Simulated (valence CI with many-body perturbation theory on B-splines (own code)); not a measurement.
**Missing levels of La43+**

Level of theory: relativistic CI+MBPT: four valence electrons over a frozen Dirac-Fock core [Ne], radial functions for each j: 11 s, 11 p, 10 d, 8 f, 5 g, 2 h, with the one-electron correlation potential Σ1 (screened to all orders), the two-electron term Σ2, the three-electron term Σ3, Breit, model QED; selected single and double excitations, second order for the rest, scaled by the run's own slope (own B-spline code, finite nucleus).

The last digits are not significant, and no measured levels were compared; by estimate large intervals hold to a few tenths of a per cent, small ones and those within an open d or f shell to about a per cent. Among the levels kept, up to 550 cm⁻¹ of a level comes from second order outside the variational space, and about a tenth of that is noise between levels of different J, which matters for small intervals.

| Level | E (cm⁻¹) |
| --- | --- |
| (3s^2 3p1/2^2) J=0 | 0 |
| (3s^2 3p1/2 3p3/2) J=1 | 779670 |
| (3s^2 3p1/2 3p3/2) J=2 | ? |
| (3s^2 3p3/2^2) J=2 | 1654800 |
| (3s 3p1/2^2 3p3/2) J=2 | 1675800 |
| (3s^2 3p3/2^2) J=0 | ? |
| (3s 3p1/2^2 3p3/2) J=1 | 1846400 |
| (3s^2 3p1/2 3d3/2) J=2 | 2052200 |
| (3s^2 3p1/2 3d3/2) J=1 | 2286500 |
| (3s^2 3p1/2 3d5/2) J=2 | 2289700 |
| (3s^2 3p1/2 3d5/2) J=3 | ? |
| (3s 3p1/2 3p3/2^2) J=2 [a] | 2495200 |
| (3s 3p1/2 3p3/2^2) J=3 | 2551400 |
| (3s 3p1/2 3p3/2^2) J=0 | 2608800 |
| (3s 3p1/2 3p3/2^2) J=1 [a] | 2680200 |
| (3s 3p1/2 3p3/2^2) J=2 [b] | ? |
| (3s 3p1/2 3p3/2^2) J=1 [b] | ? |
| (3s 3p1/2^2 3d3/2) J=1 | 2967700 |
| (3s 3p1/2^2 3d3/2) J=2 | ? |
| (3s^2 3p3/2 3d3/2) J=3 | 3056000 |

Levels are named by their leading jj configuration (3d3/2^4 stands for four electrons in 3d with j = 3/2), which in mixed levels can hold well under half, so a name can repeat and another be missing. Letters in brackets count levels of one name in rising energy.

(1) The levels stand in rising order. What does the calculation give for the missing energies?

## Answers

(1) (3s^2 3p1/2 3p3/2) J=2 835050; (3s^2 3p3/2^2) J=0 1774900; (3s^2 3p1/2 3d5/2) J=3 2325300; (3s 3p1/2 3p3/2^2) J=2 [b] 2704000; (3s 3p1/2 3p3/2^2) J=1 [b] 2763400; (3s 3p1/2^2 3d3/2) J=2 3003500.
